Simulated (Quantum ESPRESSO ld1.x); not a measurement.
Problem. Radial electron density D(r) = 4 pi r^2 rho(r) of an atom or ion with 17 electrons. Calculated with ld1.x of Quantum ESPRESSO 7.5: scalar-relativistic Kohn-Sham, LDA (Slater exchange, Perdew-Wang correlation), spin-polarised, spherical densities, point nucleus.

| r (bohr) | D(r) (e/bohr) | spin D(r) |
|---|---|---|
| 0.004475 | 3.966 | -0.0000200 |
| 0.005735 | 5.967 | 0.0000306 |
| 0.007349 | 8.789 | 0.000200 |
| 0.009417 | 12.60 | 0.000677 |
| 0.01197 | 17.28 | 0.00185 |
| 0.01534 | 22.94 | 0.00479 |
| 0.01966 | 28.83 | 0.0116 |
| 0.02519 | 33.84 | 0.0268 |
| 0.03228 | 36.58 | 0.0582 |
| 0.04104 | 36.17 | 0.116 |
| 0.05259 | 33.13 | 0.219 |
| 0.06739 | 30.09 | 0.372 |
| 0.08636 | 30.66 | 0.550 |
| 0.1098 | 35.72 | 0.667 |
| 0.1407 | 41.36 | 0.605 |
| 0.1803 | 40.02 | 0.308 |
| 0.231 | 29.32 | 0.0103 |
| 0.2961 | 17.11 | 0.209 |
| 0.3764 | 12.97 | 1.06 |
| 0.4823 | 14.93 | 1.96 |
| 0.618 | 13.66 | 1.90 |
| 0.792 | 7.301 | 1.02 |
| 1.015 | 2.037 | 0.286 |
| 1.29 | 0.2824 | 0.0398 |
| 1.653 | 0.01436 | 0.00202 |
| 2.119 | 0.0002227 | 0.0000312 |

What is the nuclear charge?

Solution. Z = 30. The innermost maximum, from 1s, lies near gamma/Z bohr with gamma = sqrt(1 - (Z/c)^2) = 0.976, here 0.0325 bohr (found: 0.0353), and its height grows with Z. The density is that of the zinc ion Zn13+ in [Ne] 3s2 3p5; the configuration itself is not fixed sharply by these data, and Z only to about a unit. D(r) has 3 maxima, at r = 0.0353, 0.155, 0.522 bohr, and minima at 0.0742, 0.373 bohr, inside which lie 2.08, 10.41 electrons.
